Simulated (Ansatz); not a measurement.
Mulliken charges of `[NH2][Cu]` from ωB97M-V/def2-TZVPP in Ansatz (PBE0-D4/def2-TZVP geometry).

```json
{"atom": "N1", "x (Å)": "-0.277", "y (Å)": "0.251", "z (Å)": "0.118", "charge (e)": "-0.470"}
{"atom": "Cu2", "x (Å)": "1.384", "y (Å)": "-0.302", "z (Å)": "0.653", "charge (e)": "0.252"}
{"atom": "H3", "x (Å)": "-0.862", "y (Å)": "-0.582", "z (Å)": "0.056", "charge (e)": "0.109"}
{"atom": "H4", "x (Å)": "-0.188", "y (Å)": "0.572", "z (Å)": "-0.846", "charge (e)": "0.109"}
```

Question: By hand: the dipole of these point charges (1 e Å = 4.8032 D).

Answer: Σ q r = (0.365, -0.195, 0.023) e Å, of length 0.414 e Å = 1.99 D.

Question: How does the dipole of the full density compare? (Best estimate.)

Answer: The calculation gave: (0.610, -0.324, 0.041) e Å, 3.32 D; the point charges give 0.60 times that, at 0° from its direction.

Point charges leave out the atoms' own dipoles, such as those of lone pairs, and Mulliken's split depends on the basis, so the two needn't agree.
